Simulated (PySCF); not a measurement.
First SCF of a structure search on quartet Sn₃⁺, at a hand-made obtuse triangle geometry. PySCF input:

```python
from pyscf import gto, scf, dft
mol = gto.M(atom='''
Sn     0.000000     0.000000     0.000000
Sn     2.184000     1.680000     0.000000
Sn    -2.184000     1.680000     0.000000''',
    basis={'Sn': 'def2-TZVP'},
    ecp={'Sn': 'def2-TZVP'},
    charge=1, spin=3)
mf = dft.UKS(mol, xc='PBE0')
mf.grids.atom_grid = (50, 194)
aux = {'Sn': 'def2-universal-JKFIT'}
mf = mf.density_fit(auxbasis=aux)
mf.conv_tol = 1e-08
mf.diis_space = 10
mf.max_cycle = 60
mf.init_guess = 'minao'
mf.verbose = 4
mf.kernel()
```

Excerpt of the output (cycles alone):

```
init E= -531.923669028467
cycle= 1 E= -640.214488363014  delta_E= -108  |g|= 2.66  |ddm|= 37.3
cycle= 2 E= -638.998158207167  delta_E= 1.22  |g|= 3.38  |ddm|= 8.57
cycle= 3 E= -642.458690253403  delta_E= -3.46  |g|= 0.578  |ddm|= 3.71
cycle= 4 E= -642.453911053236  delta_E= 0.00478  |g|= 0.543  |ddm|= 1.99
cycle= 5 E= -642.668057505068  delta_E= -0.214  |g|= 0.0879  |ddm|= 0.98
cycle= 6 E= -642.672399450599  delta_E= -0.00434  |g|= 0.0512  |ddm|= 0.156
cycle= 7 E= -642.674553622864  delta_E= -0.00215  |g|= 0.0121  |ddm|= 0.0948
cycle= 8 E= -642.675136354068  delta_E= -0.000583  |g|= 0.00592  |ddm|= 0.0647
cycle= 9 E= -642.675280845433  delta_E= -0.000144  |g|= 0.00288  |ddm|= 0.0333
cycle= 10 E= -642.675320611541  delta_E= -3.98e-05  |g|= 0.000926  |ddm|= 0.0216
cycle= 11 E= -642.675326297679  delta_E= -5.69e-06  |g|= 0.00028  |ddm|= 0.0101
cycle= 12 E= -642.675326601003  delta_E= -3.03e-07  |g|= 0.000134  |ddm|= 0.0018
cycle= 13 E= -642.6753266472  delta_E= -4.62e-08  |g|= 3.89e-05  |ddm|= 0.000825
cycle= 14 E= -642.675326650278  delta_E= -3.08e-09  |g|= 1.17e-05  |ddm|= 0.000184
Extra cycle  E= -642.675326650461  delta_E= -1.82e-10  |g|= 1.53e-05  |ddm|= 5.51e-05
converged SCF energy = -642.675326650461  <S^2> = 3.7773977  2S+1 = 4.0136755
```

No lower solution of this spin was found from smeared starts or by a stability analysis within the unrestricted form.

No spin–orbit coupling is included, which matters more the heavier the element.

The search for the lowest solution, 3 starts and the stability check together, took 31 s on 4 threads of a shared Arm Neoverse V1 host, with 150 basis functions; the process peaked at 0.54 GiB.
